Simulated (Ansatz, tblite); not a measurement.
Forces on the cluster Al₂B₃ at its PBE0-D4/def2-SVP geometry. The state is a doublet with charge 0.

The xTB rows come from tblite. At PBE-D4/def2-TZVP the charge 0 doublet is spin-contaminated (final ⟨S²⟩ up to 1.07, 0.75 for a pure state). The geometry of the doublet was relaxed on an unsound state (⟨S²⟩ 1.77, where a pure state has 0.75). Another isomer (doublet) lies 2.13 eV lower at PBE0-D4/def2-TZVP; other spin states weren't run for this one.

GFN1-xTB (tblite), largest force 3.92 eV/Å:

```xyz
5
positions Å, forces eV/Å
B     1.155    0.589   -0.928   -2.822   -1.406    2.331
B    -1.094   -0.552    0.892    1.451    0.739   -1.171
B     0.035    0.024   -0.020   -0.077   -0.049    0.049
Al   -2.680   -1.358    2.169   -0.126   -0.064    0.102
Al    2.583    1.297   -2.114    1.573    0.779   -1.311
```

GFN2-xTB (tblite), largest force 2.19 eV/Å:

```
B -1.587 -0.801 1.282
B 0.644 0.331 -0.524
B -0.135 -0.079 0.108
Al 1.008 0.512 -0.811
Al 0.071 0.036 -0.056
```

PBE-D4/def2-TZVP (Ansatz), largest force 1.46 eV/Å:

```
B -1.057 -0.529 0.863
B 0.121 0.064 -0.100
B 0.202 0.098 -0.162
Al 0.220 0.112 -0.177
Al 0.513 0.255 -0.425
```
